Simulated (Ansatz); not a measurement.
Relaxation of the cluster Be5Se4⁺ with UKS r2SCAN-D4/def2-SVP.

```sh
$ ansatz run in.yaml --threads 4 --pin off --events-out ev --progress --plain --max-ram 4787MiB
```

```yaml
crystal:
  periodic: [false, false, false]
  atoms:
    - {symbol: Be, position_ang: [0.024630, 0.080600, -0.036320]}
    - {symbol: Be, position_ang: [6.850460, 1.666040, -3.405940]}
    - {symbol: Be, position_ang: [-3.404130, -0.759170, 1.642380]}
    - {symbol: Be, position_ang: [3.487470, 0.801280, -1.674210]}
    - {symbol: Be, position_ang: [-6.831520, -1.718130, 3.346070]}
    - {symbol: Se, position_ang: [1.661330, 0.440380, -0.851470]}
    - {symbol: Se, position_ang: [-5.229800, -1.253810, 2.536320]}
    - {symbol: Se, position_ang: [5.213980, 1.092700, -2.417440]}
    - {symbol: Se, position_ang: [-1.772420, -0.349880, 0.860620]}
basis:
  gaussian: {orbitals: def2-SVP}
total_charge: 1
magnetization: {spin_polarized: true, initial_magnetization: 1}
hamiltonian: {xc: r2scan, dispersion: d4}
scf: {lower_state_search: "off"}
output: {orbitals: {seedname: orbitals}}
relax: {f_tol: 0.02, max_steps: 100}
```

Hardware: 4 threads of Intel Xeon 6975P-C on a shared host. Wall time 2.5 min.

Positions (Å) and forces (eV/Å) at steps 1, 2, 3, 4, 5, 6, 7, 8, 9, 10, 11, 12, 13, 14, 15, 16, 17, 18, 19, 20, 21, 22, 23, 24, 25, 26, 27, 28, 29, 30, 31 of 42:

```xyz
9
step=1 energy=-263365.4003 eV
Be    0.025    0.081   -0.036   -2.232   -0.545    1.138
Be    6.850    1.666   -3.406   -0.396   -0.051    0.156
Be   -3.404   -0.759    1.642   -2.055   -0.554    0.990
Be    3.487    0.801   -1.674   -2.169   -0.310    0.886
Be   -6.832   -1.718    3.346   -1.155   -0.338    0.589
Se    1.661    0.440   -0.851    2.355    0.534   -1.187
Se   -5.230   -1.254    2.536    1.757    0.516   -0.890
Se    5.214    1.093   -2.417    1.800    0.203   -0.678
Se   -1.772   -0.350    0.861    2.095    0.545   -1.004
9
step=2 energy=-263365.7216 eV
Be    0.002    0.075   -0.025   -1.024   -0.284    0.548
Be    6.843    1.675   -3.411   -0.331    0.001    0.089
Be   -3.426   -0.771    1.656   -0.950   -0.273    0.452
Be    3.461    0.807   -1.673   -1.020   -0.075    0.357
Be   -6.843   -1.724    3.354   -0.593   -0.179    0.308
Se    1.674    0.460   -0.880    1.038    0.277   -0.583
Se   -5.211   -1.248    2.525    0.863    0.264   -0.446
Se    5.254    1.068   -2.404    1.031   -0.008   -0.269
Se   -1.754   -0.343    0.858    0.986    0.276   -0.457
9
step=3 energy=-263365.9343 eV
Be   -0.012    0.092   -0.032   -0.279   -0.152    0.201
Be    6.773    1.707   -3.418   -0.334    0.088    0.004
Be   -3.423   -0.785    1.667   -0.332   -0.122    0.135
Be    3.436    0.827   -1.695   -0.183    0.098   -0.012
Be   -6.835   -1.754    3.366   -0.219   -0.087    0.136
Se    1.631    0.547   -0.988    0.165    0.188   -0.303
Se   -5.196   -1.244    2.505    0.272    0.116   -0.181
Se    5.344    0.927   -2.294    0.565   -0.256    0.098
Se   -1.717   -0.316    0.889    0.344    0.127   -0.078
9
step=4 energy=-263366.1379 eV
Be   -0.020    0.115   -0.052    0.267   -0.041   -0.107
Be    6.679    1.735   -3.412   -0.527   -0.010    0.146
Be   -3.401   -0.799    1.683    0.123   -0.010   -0.097
Be    3.419    0.820   -1.698    0.506    0.103   -0.160
Be   -6.815   -1.788    3.368    0.058   -0.024    0.021
Se    1.560    0.655   -1.137   -0.438    0.161   -0.170
Se   -5.182   -1.233    2.469   -0.191    0.019   -0.010
Se    5.418    0.787   -2.173    0.284   -0.204    0.124
Se   -1.657   -0.293    0.952   -0.082    0.006    0.253
9
step=5 energy=-263366.3508 eV
Be   -0.002    0.120   -0.069    0.433    0.031   -0.270
Be    6.539    1.773   -3.409   -0.707   -0.292    0.470
Be   -3.377   -0.807    1.678    0.268    0.010   -0.150
Be    3.426    0.816   -1.692    0.555   -0.040   -0.038
Be   -6.787   -1.808    3.374    0.205    0.001   -0.027
Se    1.496    0.752   -1.273   -0.435    0.157   -0.172
Se   -5.184   -1.213    2.425   -0.338    0.016   -0.009
Se    5.483    0.649   -2.051    0.142    0.141   -0.171
Se   -1.595   -0.282    1.018   -0.123   -0.025    0.367
9
step=6 energy=-263366.5910 eV
Be    0.031    0.131   -0.102    0.344    0.062   -0.299
Be    6.352    1.785   -3.365   -0.623   -0.411    0.568
Be   -3.332   -0.807    1.662    0.288   -0.004   -0.133
Be    3.433    0.784   -1.656    0.149   -0.109    0.073
Be   -6.726   -1.825    3.375    0.268   -0.007   -0.015
Se    1.433    0.842   -1.412   -0.158    0.104   -0.142
Se   -5.182   -1.179    2.352   -0.319    0.074   -0.118
Se    5.498    0.545   -1.950    0.054    0.314   -0.306
Se   -1.508   -0.275    1.095   -0.003   -0.022    0.371
9
step=7 energy=-263366.8699 eV
Be    0.052    0.149   -0.117    0.265    0.125   -0.363
Be    6.162    1.770   -3.304   -0.531   -0.507    0.637
Be   -3.262   -0.799    1.650    0.323    0.020   -0.070
Be    3.395    0.756   -1.634   -0.115   -0.126    0.100
Be   -6.606   -1.806    3.389    0.404    0.043   -0.015
Se    1.358    0.920   -1.522    0.035   -0.021    0.008
Se   -5.183   -1.176    2.163   -0.389    0.038   -0.253
Se    5.463    0.454   -1.859   -0.048    0.466   -0.421
Se   -1.380   -0.268    1.234    0.056   -0.038    0.376
9
step=8 energy=-263367.1754 eV
Be    0.044    0.167   -0.150    0.015    0.034   -0.059
Be    6.005    1.745   -3.232   -0.326   -0.196    0.279
Be   -3.201   -0.785    1.641    0.148    0.003   -0.015
Be    3.352    0.713   -1.601   -0.323   -0.055    0.070
Be   -6.449   -1.785    3.407    0.553    0.113   -0.131
Se    1.320    0.948   -1.565    0.087   -0.018   -0.024
Se   -5.197   -1.153    1.969   -0.302    0.015   -0.232
Se    5.402    0.425   -1.814   -0.026    0.121   -0.087
Se   -1.277   -0.274    1.345    0.173   -0.017    0.198
9
step=9 energy=-263367.4119 eV
Be    0.031    0.172   -0.144   -0.094   -0.021    0.121
Be    5.895    1.724   -3.183   -0.223   -0.008    0.068
Be   -3.164   -0.779    1.633   -0.009    0.013   -0.059
Be    3.295    0.687   -1.582   -0.209   -0.048    0.061
Be   -6.256   -1.759    3.413    0.605    0.180   -0.321
Se    1.278    0.951   -1.582   -0.023    0.001   -0.044
Se   -5.217   -1.115    1.784   -0.115   -0.029   -0.016
Se    5.346    0.407   -1.773   -0.091   -0.070    0.111
Se   -1.208   -0.289    1.435    0.159   -0.018    0.079
9
step=10 energy=-263367.5981 eV
Be    0.018    0.171   -0.117   -0.041    0.006    0.059
Be    5.796    1.713   -3.147   -0.206   -0.007    0.061
Be   -3.140   -0.765    1.596    0.046    0.043   -0.086
Be    3.236    0.663   -1.556   -0.097   -0.045    0.049
Be   -6.064   -1.725    3.383    0.457    0.133   -0.231
Se    1.229    0.946   -1.589   -0.112   -0.010   -0.016
Se   -5.201   -1.083    1.666    0.002   -0.003   -0.051
Se    5.290    0.387   -1.730   -0.114   -0.068    0.112
Se   -1.164   -0.306    1.495    0.065   -0.048    0.102
9
step=11 energy=-263367.7969 eV
Be    0.015    0.179   -0.097   -0.043    0.002    0.055
Be    5.642    1.678   -3.086   -0.170   -0.012    0.056
Be   -3.067   -0.739    1.553    0.066    0.037   -0.069
Be    3.146    0.650   -1.531   -0.116   -0.044    0.056
Be   -5.882   -1.671    3.320    0.386    0.116   -0.204
Se    1.144    0.947   -1.631   -0.075   -0.010   -0.014
Se   -5.127   -1.040    1.553   -0.001   -0.001   -0.041
Se    5.200    0.365   -1.637   -0.100   -0.044    0.085
Se   -1.071   -0.369    1.557    0.053   -0.044    0.076
9
step=12 energy=-263367.9595 eV
Be    0.005    0.174   -0.076   -0.027    0.002    0.050
Be    5.515    1.644   -3.034   -0.149   -0.016    0.054
Be   -2.994   -0.720    1.510    0.062    0.028   -0.051
Be    3.054    0.639   -1.502   -0.119   -0.034    0.044
Be   -5.701   -1.616    3.254    0.319    0.097   -0.177
Se    1.057    0.941   -1.659   -0.055   -0.009   -0.014
Se   -5.053   -0.988    1.448   -0.002    0.001   -0.032
Se    5.106    0.356   -1.553   -0.076   -0.033    0.070
Se   -0.990   -0.430    1.611    0.048   -0.037    0.055
9
step=13 energy=-263368.0769 eV
Be   -0.004    0.178   -0.050   -0.014   -0.005    0.030
Be    5.405    1.626   -2.992   -0.132   -0.023    0.057
Be   -2.951   -0.701    1.471    0.072    0.025   -0.059
Be    2.986    0.615   -1.473   -0.081   -0.021    0.034
Be   -5.518   -1.575    3.201    0.231    0.067   -0.112
Se    0.998    0.935   -1.668   -0.071   -0.011    0.002
Se   -5.007   -0.956    1.357    0.043    0.018   -0.051
Se    5.039    0.338   -1.498   -0.079   -0.024    0.057
Se   -0.947   -0.461    1.652    0.030   -0.025    0.041
9
step=14 energy=-263368.1815 eV
Be   -0.011    0.171   -0.026    0.001    0.001    0.026
Be    5.280    1.604   -2.937   -0.105   -0.021    0.052
Be   -2.892   -0.680    1.415    0.077    0.012   -0.025
Be    2.909    0.600   -1.443   -0.075   -0.025    0.027
Be   -5.333   -1.529    3.143    0.177    0.056   -0.102
Se    0.928    0.929   -1.677   -0.059   -0.007   -0.002
Se   -4.944   -0.921    1.267    0.041    0.016   -0.037
Se    4.959    0.313   -1.438   -0.072   -0.013    0.046
Se   -0.896   -0.487    1.695    0.016   -0.017    0.015
9
step=15 energy=-263368.2642 eV
Be   -0.009    0.173   -0.003   -0.014    0.001    0.000
Be    5.158    1.583   -2.878   -0.084   -0.015    0.041
Be   -2.825   -0.669    1.382    0.056    0.019   -0.049
Be    2.823    0.571   -1.417   -0.053   -0.001    0.007
Be   -5.157   -1.483    3.073    0.112    0.040   -0.079
Se    0.854    0.927   -1.693   -0.050   -0.018    0.016
Se   -4.873   -0.883    1.179    0.064    0.011   -0.009
Se    4.871    0.290   -1.374   -0.061   -0.023    0.045
Se   -0.841   -0.508    1.732    0.030   -0.014    0.027
9
step=16 energy=-263368.3350 eV
Be   -0.025    0.167    0.013    0.042   -0.005    0.041
Be    5.012    1.552   -2.796   -0.042   -0.015    0.038
Be   -2.720   -0.643    1.321    0.073   -0.014    0.055
Be    2.720    0.564   -1.399   -0.045   -0.039    0.031
Be   -4.988   -1.436    2.992    0.080    0.022   -0.033
Se    0.759    0.918   -1.712   -0.050    0.004   -0.017
Se   -4.762   -0.841    1.092    0.024    0.024   -0.066
Se    4.759    0.252   -1.293   -0.067    0.011    0.011
Se   -0.756   -0.533    1.782   -0.016    0.012   -0.061
9
step=17 energy=-263368.3793 eV
Be    0.011    0.173    0.033   -0.079    0.028   -0.076
Be    4.891    1.533   -2.709   -0.041    0.003    0.018
Be   -2.623   -0.645    1.330    0.014    0.030   -0.092
Be    2.593    0.519   -1.377   -0.011    0.043   -0.064
Be   -4.829   -1.383    2.896    0.002    0.012   -0.032
Se    0.652    0.918   -1.753   -0.003   -0.056    0.098
Se   -4.654   -0.795    0.988    0.092   -0.003    0.039
Se    4.626    0.224   -1.218   -0.025   -0.039    0.045
Se   -0.668   -0.544    1.810    0.052   -0.017    0.063
9
step=18 energy=-263368.4120 eV
Be   -0.007    0.185    0.049   -0.014   -0.013    0.054
Be    4.782    1.556   -2.564   -0.018   -0.016    0.039
Be   -2.477   -0.632    1.318    0.108    0.006    0.028
Be    2.469    0.485   -1.414   -0.132    0.026   -0.029
Be   -4.747   -1.325    2.798    0.005    0.009   -0.018
Se    0.526    0.892   -1.775    0.054   -0.005   -0.028
Se   -4.481   -0.777    0.890   -0.040   -0.008   -0.011
Se    4.478    0.139   -1.179    0.061   -0.007   -0.009
Se   -0.543   -0.523    1.877   -0.024    0.007   -0.027
9
step=19 energy=-263368.4228 eV
Be   -0.003    0.211    0.065    0.026    0.014   -0.005
Be    4.691    1.598   -2.397   -0.028   -0.128    0.127
Be   -2.349   -0.624    1.333   -0.047   -0.015    0.018
Be    2.350    0.442   -1.464    0.053   -0.032    0.001
Be   -4.687   -1.275    2.713    0.002    0.013   -0.039
Se    0.417    0.870   -1.814   -0.031   -0.015    0.056
Se   -4.334   -0.779    0.804    0.038   -0.013    0.043
Se    4.348    0.037   -1.169   -0.013    0.143   -0.132
Se   -0.432   -0.479    1.929    0.000    0.033   -0.069
9
step=20 energy=-263368.4285 eV
Be    0.003    0.241    0.070    0.016    0.002    0.013
Be    4.658    1.631   -2.295   -0.029   -0.121    0.107
Be   -2.310   -0.621    1.345   -0.006   -0.007    0.020
Be    2.314    0.402   -1.502    0.018   -0.018    0.002
Be   -4.675   -1.261    2.687   -0.002    0.009   -0.021
Se    0.383    0.864   -1.827   -0.005   -0.005    0.024
Se   -4.280   -0.801    0.778    0.009   -0.015    0.025
Se    4.304   -0.022   -1.201    0.014    0.126   -0.114
Se   -0.397   -0.433    1.945   -0.016    0.030   -0.057
9
step=21 energy=-263368.4341 eV
Be    0.014    0.310    0.074    0.012    0.006   -0.013
Be    4.610    1.687   -2.115   -0.078   -0.368    0.190
Be   -2.269   -0.613    1.362    0.006    0.005    0.007
Be    2.281    0.331   -1.566   -0.004   -0.008    0.007
Be   -4.674   -1.257    2.669    0.010    0.014   -0.040
Se    0.363    0.880   -1.845    0.026   -0.005    0.015
Se   -4.220   -0.872    0.756    0.011   -0.023    0.049
Se    4.263   -0.143   -1.297    0.056    0.369   -0.199
Se   -0.368   -0.323    1.964   -0.040    0.011   -0.016
9
step=22 energy=-263368.4428 eV
Be    0.015    0.323    0.070    0.001    0.000    0.013
Be    4.602    1.695   -2.058   -0.051   -0.219    0.107
Be   -2.273   -0.605    1.359   -0.003   -0.002    0.004
Be    2.284    0.317   -1.578   -0.009   -0.003   -0.009
Be   -4.668   -1.257    2.678    0.006    0.010   -0.025
Se    0.371    0.884   -1.851    0.021   -0.002    0.016
Se   -4.220   -0.899    0.759    0.009   -0.017    0.031
Se    4.268   -0.166   -1.345    0.041    0.212   -0.105
Se   -0.378   -0.293    1.965   -0.014    0.020   -0.030
9
step=23 energy=-263368.4524 eV
Be    0.016    0.387    0.072    0.008   -0.002    0.013
Be    4.562    1.678   -1.950   -0.015   -0.090    0.047
Be   -2.269   -0.602    1.353    0.001    0.001   -0.004
Be    2.283    0.289   -1.616   -0.022   -0.016    0.018
Be   -4.650   -1.262    2.685    0.001    0.009   -0.019
Se    0.390    0.935   -1.849    0.017    0.006   -0.014
Se   -4.201   -0.983    0.753    0.024   -0.013    0.028
Se    4.260   -0.236   -1.417    0.005    0.094   -0.052
Se   -0.391   -0.206    1.969   -0.019    0.010   -0.016
9
step=24 energy=-263368.4594 eV
Be    0.027    0.489    0.071   -0.025    0.017   -0.019
Be    4.499    1.647   -1.768   -0.055   -0.283    0.047
Be   -2.233   -0.602    1.334    0.008    0.000    0.005
Be    2.241    0.231   -1.644    0.008    0.022   -0.042
Be   -4.619   -1.247    2.683    0.024    0.016   -0.097
Se    0.396    1.021   -1.857    0.065   -0.033    0.043
Se   -4.136   -1.123    0.736    0.047   -0.003    0.111
Se    4.214   -0.343   -1.527   -0.015    0.280   -0.033
Se   -0.390   -0.075    1.973   -0.057   -0.016   -0.015
9
step=25 energy=-263368.4651 eV
Be    0.016    0.523    0.072    0.016   -0.005    0.004
Be    4.469    1.624   -1.695   -0.037   -0.225    0.028
Be   -2.211   -0.608    1.337    0.008    0.000    0.004
Be    2.227    0.224   -1.681   -0.033    0.008    0.010
Be   -4.603   -1.227    2.669    0.011    0.012   -0.059
Se    0.391    1.042   -1.858    0.037   -0.001   -0.011
Se   -4.096   -1.168    0.728    0.031   -0.006    0.069
Se    4.189   -0.371   -1.550    0.009    0.224   -0.027
Se   -0.383   -0.040    1.978   -0.044   -0.007   -0.017
9
step=26 energy=-263368.4738 eV
Be    0.022    0.587    0.063   -0.020   -0.008    0.034
Be    4.400    1.564   -1.558   -0.014   -0.103    0.005
Be   -2.150   -0.631    1.337    0.000   -0.002   -0.021
Be    2.171    0.216   -1.712   -0.059    0.011   -0.004
Be   -4.574   -1.164    2.633    0.019    0.006   -0.097
Se    0.370    1.107   -1.870    0.033    0.008   -0.018
Se   -3.998   -1.278    0.710   -0.001   -0.006    0.110
Se    4.114   -0.427   -1.578    0.039    0.093   -0.001
Se   -0.354    0.026    1.975    0.002    0.001   -0.009
9
step=27 energy=-263368.4787 eV
Be    0.010    0.669    0.061    0.011    0.001    0.021
Be    4.332    1.492   -1.427   -0.024   -0.115   -0.008
Be   -2.070   -0.672    1.326   -0.022   -0.018    0.005
Be    2.102    0.208   -1.747   -0.043    0.026    0.011
Be   -4.556   -1.064    2.580    0.104   -0.041   -0.300
Se    0.349    1.202   -1.873    0.038   -0.008   -0.007
Se   -3.878   -1.432    0.703   -0.042    0.063    0.315
Se    4.027   -0.490   -1.598    0.016    0.105    0.003
Se   -0.315    0.088    1.976   -0.039   -0.012   -0.038
9
step=28 energy=-263368.4845 eV
Be    0.011    0.690    0.063   -0.014   -0.002    0.006
Be    4.319    1.475   -1.405   -0.019   -0.114   -0.012
Be   -2.057   -0.697    1.333    0.011    0.001   -0.008
Be    2.089    0.213   -1.743   -0.024    0.016   -0.011
Be   -4.556   -1.016    2.549    0.064   -0.029   -0.186
Se    0.349    1.228   -1.870    0.037   -0.007    0.007
Se   -3.851   -1.487    0.715   -0.028    0.041    0.198
Se    4.009   -0.502   -1.616    0.004    0.112    0.014
Se   -0.313    0.097    1.973   -0.031   -0.017   -0.010
9
step=29 energy=-263368.4935 eV
Be    0.005    0.729    0.087    0.003    0.006    0.032
Be    4.240    1.443   -1.433    0.040    0.038    0.017
Be   -2.015   -0.777    1.333   -0.061   -0.033   -0.011
Be    2.063    0.217   -1.730    0.039   -0.068    0.000
Be   -4.549   -0.851    2.436   -0.010    0.022    0.003
Se    0.387    1.330   -1.820   -0.029    0.020   -0.017
Se   -3.787   -1.646    0.760    0.055   -0.002   -0.002
Se    3.974   -0.534   -1.618   -0.067    0.009   -0.013
Se   -0.317    0.090    1.984    0.029    0.009   -0.010
9
step=30 energy=-263368.5023 eV
Be   -0.011    0.738    0.095   -0.006   -0.005   -0.049
Be    4.310    1.408   -1.342   -0.018   -0.031   -0.008
Be   -1.952   -0.830    1.377    0.090    0.043    0.035
Be    2.001    0.265   -1.753   -0.066    0.062   -0.005
Be   -4.570   -0.710    2.296    0.033    0.000   -0.033
Se    0.288    1.327   -1.830    0.017   -0.012    0.032
Se   -3.696   -1.745    0.813   -0.059   -0.023    0.006
Se    3.886   -0.529   -1.649    0.063   -0.014    0.006
Se   -0.255    0.075    1.994   -0.055   -0.021    0.017
9
step=31 energy=-263368.4954 eV rejected
Be   -0.033    0.740    0.111   -0.002   -0.008   -0.014
Be    4.330    1.373   -1.307   -0.049   -0.135   -0.031
Be   -1.902   -0.885    1.410    0.041    0.003    0.007
Be    1.958    0.310   -1.759   -0.060    0.043    0.000
Be   -4.549   -0.573    2.159    0.262   -0.333   -0.359
Se    0.230    1.349   -1.812    0.038   -0.016    0.028
Se   -3.623   -1.849    0.851   -0.252    0.337    0.354
Se    3.822   -0.540   -1.670    0.069    0.109    0.023
Se   -0.233    0.076    2.017   -0.046    0.000   -0.010
```

The gap within one spin of the charge 1 doublet nearly closes, so an electron or hole may be smeared out by delocalisation error. The relaxation made no stability test and no search for a lower SCF solution. Another isomer (doublet) lies 3.81 eV lower at PBE0-D4/def2-TZVP; other spin states weren't run for this one.
